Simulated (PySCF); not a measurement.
**Excitation energy of Si by level of theory**

Si [Ne] 3s2 3p2 (3P) → Si [Ne] 3s1 3p3 (5S), as a difference of total energies. Calculation: PySCF 2.14, in x2c-TZVPPall; scalar relativity by spin-free X2C-1e. Correlated levels: valence: [Ne] frozen; valence and next inner shell: 1s2 frozen. The calculations carry no spin-orbit coupling.

```json
{"method": "UHF", "excitation energy (eV)": "2.662"}
{"method": "LDA", "excitation energy (eV)": "4.337"}
{"method": "PBE", "excitation energy (eV)": "4.252"}
{"method": "PBE0", "excitation energy (eV)": "4.082"}
{"method": "r2SCAN", "excitation energy (eV)": "3.657"}
{"method": "M06", "excitation energy (eV)": "4.448"}
{"method": "B2PLYP", "excitation energy (eV)": "4.379"}
{"method": "BHandHLYP", "excitation energy (eV)": "4.504"}
{"method": "BLYP", "excitation energy (eV)": "4.732"}
{"method": "ROHF", "excitation energy (eV)": "2.553"}
{"method": "MP2 (valence)", "excitation energy (eV)": "3.597"}
{"method": "SCS-MP2 (valence)", "excitation energy (eV)": "4.060"}
{"method": "MP2 (valence and next inner shell)", "excitation energy (eV)": "3.758"}
{"method": "SCS-MP2 (valence and next inner shell)", "excitation energy (eV)": "4.182"}
```

Question: How much does correlation contribute at MP2 (valence and next inner shell)?

Answer: 3.758 − (2.662) = 1.096 eV, measured against UHF.

A first-order spin-orbit estimate (lowest level to lowest level, LS coupling) adds 0.016 eV.
